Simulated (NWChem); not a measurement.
System: BHOBrF; SMILES OB(F)Br

NWChem input:

```
start job
memory heap 200 mb stack 900 mb global 1100 mb
geometry units angstroms noautoz
  B      0.033188    -0.922998     0.000000
  F     -1.107825    -1.604489     0.000000
  Br    -0.029561     1.007267     0.000000
  O      1.230716    -1.538060     0.000000
  H      1.141009    -2.505076     0.000000
end
basis spherical
  * library def2-svp
end
dft
  xc b3lyp
  iterations 150
  mulliken
end
task dft energy
```

Structure relaxed at the B3LYP/6-31G* (spherical d) level. B3LYP is NWChem's, with the RPA form of VWN correlation.

### Question
What results follow from this input? (B3LYP/def2-SVP.) Quantities: energy (Ha); highest occupied level (eV); orbital gap (eV); dipole (D).

### Answer
- energy (Ha): -2774.39
- highest occupied level (eV): -8.05
- orbital gap (eV): 8.32
- dipole (D): 2.15
